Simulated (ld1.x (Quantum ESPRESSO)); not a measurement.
## Logarithmic derivatives: Pm, TM

* Element: Pm (Z = 61)
* Generator: ld1.x (Quantum ESPRESSO) 7.5
* Type: norm-conserving Troullier–Martins (Kleinman–Bylander form)
* Functional: LDA (PZ)
* Relativity: fully relativistic
* Frozen core: [Kr] 4d10
* Valence charge: 15
* Reference configuration: 4f5 5s2 5p6 5d0 6s0 6p0 (charge +2)
* Partial waves: 5s (bound): rc 2.20 bohr; 5p (bound): rc 2.90 bohr; 5d (bound, empty): rc 2.15 bohr; 4f (bound): rc 1.70 bohr
* Local potential: all-electron potential smoothed inside 2.35 bohr (lloc = -1)
* Core correction: a·sin(br)/r model core, default radius (core density twice the valence density)

Open shells are filled in proportion to 2j + 1 (rel_dist='average').

The phase is arctan(r·u′/u) with u = r·R(r), unwrapped; energies in Ry, scanned from -6 to 5 Ry. A pole is an energy at which the radial function vanishes at the test radius. The pseudo phase is shifted by a multiple of π to meet the all-electron one at the reference energy, and phase errors are pseudo minus all-electron; the curves can meet again beyond the range given. Levels narrower than the energy grid can be missing from the lists of poles.

```json
{"channel": "s", "radius (bohr)": "3.14", "reference energy (Ry)": "-4.06", "poles, all-electron": "-4.01, 1.20", "poles, pseudo": "-4.01, 1.63", "unbroken range about the reference energy with phases within 0.05 rad": "below -1.5", "phase error 1 Ry above the reference energy (rad)": "+0.002"}
{"channel": "p1/2", "radius (bohr)": "3.14", "reference energy (Ry)": "-2.81", "poles, all-electron": "-2.71, 2.14", "poles, pseudo": "-2.71, 1.10", "unbroken range about the reference energy with phases within 0.05 rad": "below -1.2", "phase error 1 Ry above the reference energy (rad)": "-0.013"}
{"channel": "p3/2", "radius (bohr)": "3.14", "reference energy (Ry)": "-2.57", "poles, all-electron": "-2.42, 2.45", "poles, pseudo": "-2.42, 2.79", "unbroken range about the reference energy with phases within 0.05 rad": "below -0.6", "phase error 1 Ry above the reference energy (rad)": "+0.006"}
{"channel": "d3/2", "radius (bohr)": "3.14", "reference energy (Ry)": "-1.02", "poles, all-electron": "-0.44, 4.37", "poles, pseudo": "-0.44, 3.62", "unbroken range about the reference energy with phases within 0.05 rad": "below 0.9", "phase error 1 Ry above the reference energy (rad)": "-0.005"}
{"channel": "d5/2", "radius (bohr)": "3.14", "reference energy (Ry)": "-1.00", "poles, all-electron": "-0.39, 4.46", "poles, pseudo": "-0.39, 4.56", "unbroken range about the reference energy with phases within 0.05 rad": "below 1.5", "phase error 1 Ry above the reference energy (rad)": "+0.001"}
{"channel": "f5/2", "radius (bohr)": "3.14", "reference energy (Ry)": "-1.16", "poles, all-electron": "-1.12, 2.09", "poles, pseudo": "-1.12, 2.50", "unbroken range about the reference energy with phases within 0.05 rad": "below -0.1", "phase error 1 Ry above the reference energy (rad)": "+0.035"}
{"channel": "f7/2", "radius (bohr)": "3.14", "reference energy (Ry)": "-1.12", "poles, all-electron": "-1.08, 2.10", "poles, pseudo": "-1.08, 2.52", "unbroken range about the reference energy with phases within 0.05 rad": "below -0.1", "phase error 1 Ry above the reference energy (rad)": "+0.038"}
```

Phases in the p1/2 channel:

| E (Ry) | all-electron | pseudo |
| --- | --- | --- |
| -6.00 | 1.419 | 1.419 |
| -5.48 | 1.408 | 1.408 |
| -4.96 | 1.395 | 1.395 |
| -4.44 | 1.377 | 1.376 |
| -3.92 | 1.348 | 1.347 |
| -3.40 | 1.285 | 1.283 |
| -2.88 | -0.669 | -0.674 |
| -2.36 | -1.741 | -1.745 |
| -1.84 | -1.833 | -1.846 |
| -1.32 | -1.943 | -1.983 |
| -0.80 | -2.181 | -2.387 |
| -0.28 | -3.034 | -3.877 |
| 0.24 | -4.167 | -4.482 |
| 0.76 | -4.487 | -4.650 |
| 1.28 | -4.610 | -4.741 |
| 1.80 | -4.679 | -4.817 |
| 2.32 | -4.728 | -4.913 |
| 2.84 | -4.770 | -5.117 |
| 3.36 | -4.814 | -6.062 |
| 3.88 | -4.871 | -7.377 |
| 4.40 | -4.965 | -7.636 |
| 4.92 | -5.191 | -7.732 |
